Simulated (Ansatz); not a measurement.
C₂H₄F₂Sn. The species carries charge 0 and has multiplicity 1. Sn: def2 effective core potential. The bonds changed during the relaxation, so this is another structure than the one it started from.

```csv
atom,x (Å),y (Å),z (Å)
F1,1.749,-1.162,-0.856
C2,0.904,-0.178,-0.985
F3,0.457,-0.117,-2.207
C4,0.588,0.682,-0.018
Sn5,-1.487,-1.073,0.593
H6,1.072,0.600,0.943
H7,-0.059,1.516,-0.239
H8,-2.369,0.465,0.555
H9,-0.856,-0.732,2.214
```

List the harmonic frequencies (cm⁻¹, unscaled) at PBE0-D4/def2-TZVP in Ansatz. (An estimate is asked.)

Ansatz gave: 25, 67, 102, 197, 413, 438, 439, 568, 630, 749, 777, 838, 963, 972, 1374, 1410, 1709, 1718, 1733, 3216, 3326.

Is this a minimum?

Yes, all 21 modes are real.

Give the ideal-gas thermochemistry at 298.15 K and 1 bar (rigid rotor, harmonic oscillator; point group Cs, symmetry number 1).

Zero-point energy 129.6 kJ/mol; H(298) − E = 151.3 kJ/mol; entropy 377.6 J/(mol·K), of which translation 173.9, rotation 118.0, vibration 85.6; G(298) − E = 38.7 kJ/mol. Modes under 100 cm⁻¹ are hindered rotations or soft bends, so the harmonic entropy is rough.

And at 400, 500, 600, 800 and 1000 K?


```json
{"T (K)": "400", "H − E (kJ/mol)": "163.0", "S (J/mol/K)": "411.1", "G − E (kJ/mol)": "-1.5"}
{"T (K)": "500", "H − E (kJ/mol)": "175.9", "S (J/mol/K)": "440.0", "G − E (kJ/mol)": "-44.0"}
{"T (K)": "600", "H − E (kJ/mol)": "190.1", "S (J/mol/K)": "465.8", "G − E (kJ/mol)": "-89.4"}
{"T (K)": "800", "H − E (kJ/mol)": "221.3", "S (J/mol/K)": "510.5", "G − E (kJ/mol)": "-187.1"}
{"T (K)": "1000", "H − E (kJ/mol)": "255.0", "S (J/mol/K)": "548.1", "G − E (kJ/mol)": "-293.1"}
```
